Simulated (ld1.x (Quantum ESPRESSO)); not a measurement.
Before and after: RRKJ potential for Ni

```
Element                 : Ni
Generator               : ld1.x (Quantum ESPRESSO) 7.5
Type                    : norm-conserving RRKJ (Kleinman–Bylander form)
Functional              : PBE
Relativity              : fully relativistic
Frozen core             : [Ne]
Valence charge          : 18
Reference configuration : 3s2 3p6 3d8 4s2 4p0
Partial waves           : 3s (bound): rc 0.80 bohr; 3p (bound): rc 1.10 bohr; 3d (bound): rc 0.95 bohr
Local potential         : all-electron potential smoothed inside 0.85 bohr (lloc = -1)
Core correction         : none
rho0                    : 0.02
```

Open shells are filled in proportion to 2j + 1 (rel_dist='average').

Occupied shells without a wave of their own: 4s. They enter only through the test configuration that unscreens the potential.

Change: local potential all-electron potential smoothed inside 1.06 bohr (lloc = -1).

Cutoffs: the cutoffs (Ry, on a coarse ladder) from which the occupation-weighted sum of valence levels, in a spherical-Bessel basis at the reference potential, stays within 10 and 1 mRy of its value at 400 Ry; they do not see the model core or the augmentation charge, which bear on the density cutoff. Errors are all-electron minus pseudo energies relative to the spin-unpolarised reference configuration.

**Question.** What does the change do?

**Answer.** Of the 7 tests that both files solve, the error grows in 6 and shrinks in 1 by more than 15 % and 0.3 meV (median size 105.9 → 236.7 meV); neither file shows a bound ghost.

```csv
quantity,base,changed
bound ghosts,none,none
"largest miss of a reference level, eV",0.04,0.08
"error for 3s2 3p6 3d8 4s1 4p0, meV [ΔE 9.32 eV]",-57,+107
"error for 3s2 3p6 3d8 4s0 4p0, meV [ΔE 26.67 eV]",-144,+274
"error for 3s2 3p6 3d7 4s0 4p0, meV [ΔE 64.14 eV]",-224,+400
"error for 3s2 3p6 3d7 4s2 4p0, meV [ΔE 16.12 eV]",+3.9,-3.1
"error for 3s2 3p6 3d8 4s0 4p1, meV [ΔE 15.01 eV]",-106,+237
"error for 3s2 3p6 3d6 4s0 4p0, meV [ΔE 121.70 eV]",-299,+548
"error for 3s2 3p6 3d8 4s0 4p2, meV [ΔE 9.50 eV]",-83,+206
s: phases at 1.21 bohr within 0.05 rad from the reference energy up to (Ry; the scan ends near 5),to the end of the scan,to the end of the scan
p1/2: phases at 1.21 bohr within 0.05 rad from the reference energy up to (Ry; the scan ends near 5),to the end of the scan,to the end of the scan
p3/2: phases at 1.21 bohr within 0.05 rad from the reference energy up to (Ry; the scan ends near 5),to the end of the scan,to the end of the scan
d3/2: phases at 1.21 bohr within 0.05 rad from the reference energy up to (Ry; the scan ends near 5),to the end of the scan,to the end of the scan
d5/2: phases at 1.21 bohr within 0.05 rad from the reference energy up to (Ry; the scan ends near 5),to the end of the scan,to the end of the scan
```

Base: The 4s level has no wave, so the channel is fitted at the deeper level alone: the likely source of the large errors. Changed file: The 4s level has no wave, so the channel is fitted at the deeper level alone: the likely source of the large errors.
